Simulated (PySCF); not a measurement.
Radial density of N²⁺ (nitrogen, charge +2)

PBE0, [He] 2s2 2p1, 2P determinant. Computed with PySCF 2.14 in x2c-SVPall, with the spin-free X2C one-electron Hamiltonian (Gaussian nucleus).

```csv
r (bohr),4πr²ρ (e/bohr),4πr²(ρα − ρβ)
0.00388,0.03621,0.0000
0.00652,0.1009,0.0001
0.0110,0.2745,0.0002
0.0184,0.7050,0.0006
0.0310,1.648,0.0013
0.0522,3.477,0.0030
0.0878,5.977,0.0075
0.148,7.472,0.0286
0.248,5.448,0.1261
0.418,2.215,0.3924
0.703,2.202,0.7993
1.18,2.355,0.6969
1.99,0.5285,0.1522
3.34,0.01750,0.0078
5.62,1.762e-05,0.0000
```

Densities and radii are taken from the X2C orbitals without a picture-change correction, which distorts them close to the nucleus.
